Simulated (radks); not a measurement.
All-electron atom: the lutetium ion Lu21+ in [Kr] 4d10 4f4. Calculated with a radial shooting solver on a logarithmic mesh with Libxc functionals: Dirac Kohn-Sham, LB94 model potential, spin-unpolarised, spherical densities, finite nucleus; open shells fill j = l - 1/2 first; Fermi nuclear charge, rms radius 5.37 fm. Some entries of the table are withheld. Estimate them.

orbital,occ.,eigenvalue (eV),<r> (bohr)
1s1/2,2,-63978.03,0.01930
2s1/2,2,-11409.27,0.08112
2p1/2,2,-10927.88,0.06725
2p3/2,4,-9801.436,0.07488
3s1/2,2,-3072.120,0.2116
3p1/2,2,-2856.751,(1)
3p3/2,4,-2616.333,(2)
3d3/2,4,-2247.788,0.1891
3d5/2,6,-2195.244,0.1934
4s1/2,2,-1068.379,0.4631
4p1/2,2,(3),0.4659
4p3/2,4,(4),0.4935
4d3/2,4,-771.6152,(5)
4d5/2,6,-759.6973,(6)
4f5/2,4,(7),0.5035
4f7/2,0,(8),0.5072

Answer. 
(1) 3p1/2 <r> (bohr): 0.2013
(2) 3p3/2 <r> (bohr): 0.2153
(3) 4p1/2 eigenvalue (eV): -979.6005
(4) 4p3/2 eigenvalue (eV): -919.4183
(5) 4d3/2 <r> (bohr): 0.4985
(6) 4d5/2 <r> (bohr): 0.5069
(7) 4f5/2 eigenvalue (eV): -576.2205
(8) 4f7/2 eigenvalue (eV): -573.5130
